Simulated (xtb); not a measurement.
F3Sb (SMILES [F][Sb]([F])[F]), singlet, geometry from GFN2-xTB. Base run: GFN2-xTB in xtb.

The xtb input:
```
$ xtb mol.xyz --gfn 2 --json

# file mol.xyz
4

Sb     0.00179571    -0.00268353     0.40263206
F     -1.26106459    -0.92708194    -0.76113086
F     -0.18179938     1.56028347    -0.74936608
F      1.43268829    -0.61799484    -0.77108473
```

The base run was repeated with changes; each row names its change, and settings that it needs were set with it.

```csv
change,ΔE vs base (mEh),HOMO-LUMO gap (eV),dipole (D),G_solv (kcal/mol),SCF cycles
base,0.000,5.26,5.23,-,11
acc = 30,0.000,5.26,5.23,-,10
alpb = ether,-4.584,5.31,5.37,-2.98,11
etemp = 5000,-0.360,5.27,5.20,-,11
alpb = acetone,-4.255,5.30,5.34,-2.73,11
acc = 0.0001,0.000,5.26,5.23,-,15
```

ALPB and GBSA are two models with their own fitted parameters for each solvent, which aren't always the measured dielectric constant.
